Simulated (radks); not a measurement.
Effect of the nuclear size on neutral thulium, [Xe] 4f13 6s2. Calculated with a radial shooting solver on a logarithmic mesh with Libxc functionals: Dirac Kohn-Sham, BLYP, spin-unpolarised, spherical densities, finite nucleus; open shells fill j = l - 1/2 first; Fermi nuclear charge, rms radius 5.2256 fm. The rms radius is varied about that value; shifts are against it.

| rms radius (fm) | total energy shift (eV) | density at nucleus (e/bohr^3) | 1s1/2 shift (meV) | 2s1/2 shift (meV) | 4p1/2 shift (meV) | 5s1/2 shift (meV) | 5p1/2 shift (meV) | 6s1/2 shift (meV) | 4f7/2 shift (meV) |
|---|---|---|---|---|---|---|---|---|---|
| 4.5097 | -8.98 | 9.928e+05 | -3670 | -495 | 0.202 | -3.77 | 0.362 | -0.147 | 0.636 |
| 5.0166 | -2.72 | 9.617e+05 | -1110 | -150 | 0.061 | -1.14 | 0.110 | -0.044 | 0.193 |
| 5.2256 | 0 | 9.5e+05 | 0.000 | 0.000 | 0.000 | 0.000 | 0.000 | 0.000 | 0.000 |
| 5.7168 | 6.69 | 9.249e+05 | 2740 | 368 | -0.148 | 2.81 | -0.270 | 0.109 | -0.474 |
| 6.255 | 14.5 | 9.003e+05 | 5930 | 799 | -0.319 | 6.08 | -0.584 | 0.237 | -1.03 |

Slopes of the eigenvalues against <r^2> in GHz/fm^2, as finite differences over the two radii next to the reference (eigenvalue slopes, not the field-shift constants of lines): 1s1/2 124000, 2s1/2 16700, 4p1/2 -6.73, 5s1/2 127, 5p1/2 -12.2, 6s1/2 4.94, 4f7/2 -21.4.
